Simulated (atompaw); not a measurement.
# Which setting gave this result? (lead (Pb), PAW (atompaw))

Base potential:

| Item | Value |
| --- | --- |
| Element | lead (Pb) |
| Generator | atompaw 4.2.0.5 |
| Type | PAW |
| Functional | PBE |
| Relativity | scalar-relativistic |
| Frozen core | [Xe] 4f14 |
| Valence charge | 14 |
| Reference configuration | 5d10 6s2 6p2 |
| Partial waves | 6s (bound): rc 2.30 bohr; 6s channel at 1.55 Ry: rc 1.85 bohr; 6p (bound): rc 2.30 bohr; 6p channel at 0.05 Ry: rc 2.30 bohr; 5d (bound): rc 1.25 bohr; 5d channel at 3.8 Ry: rc 2.30 bohr |
| Local potential | troulliermartins scheme with l = 3 at 0 Ry, radius 2.15 bohr |
| Core correction | smooth core density matched at 1.30 bohr |
| Augmentation charge | gaussian compensation charge, radius 2.05 bohr; PAW radius 2.30 bohr; waves and projectors: custom rrkj gramschmidtortho |

Cutoffs, loose and tight: the cutoffs (Ry, on a coarse ladder) from which the occupation-weighted sum of valence levels, in a spherical-Bessel basis at the reference potential, stays within 10 and 1 mRy of its value at 400 Ry. They see the waves, projectors and local potential, not the compensation charge or the core.

Only the scale of all radii (base = 1) is moved (1 further runs of the sweep failed or gave no value and are left out):

```json
{"scale of all radii (base = 1)": "0.81", "cutoff, loose": "100 Ry", "cutoff, tight": "200 Ry", "bound ghosts": "p, s"}
{"scale of all radii (base = 1)": "0.88", "cutoff, loose": "90 Ry", "cutoff, tight": "160 Ry", "bound ghosts": "p, s"}
{"scale of all radii (base = 1)": "0.94", "cutoff, loose": "80 Ry", "cutoff, tight": "140 Ry", "bound ghosts": "s, p"}
{"scale of all radii (base = 1)": "1.08", "cutoff, loose": "60 Ry", "cutoff, tight": "110 Ry", "bound ghosts": "s"}
{"scale of all radii (base = 1)": "1.17", "cutoff, loose": "55 Ry", "cutoff, tight": "90 Ry", "bound ghosts": "none"}
{"scale of all radii (base = 1)": "1.21", "cutoff, loose": "50 Ry", "cutoff, tight": "90 Ry", "bound ghosts": "none"}
{"scale of all radii (base = 1)": "1.31", "cutoff, loose": "45 Ry", "cutoff, tight": "70 Ry", "bound ghosts": "none"}
```

**Question.** One more run gave cutoff, loose: 70 Ry; cutoff, tight: 120 Ry; bound ghosts: s. Which value of the scale of all radii (base = 1) was used?

**Answer.** 1.04. The loose cutoff moves one way along this sweep, from 100 Ry at 0.81 to 45 Ry at 1.31, which places the run between 0.94 and 1.08.
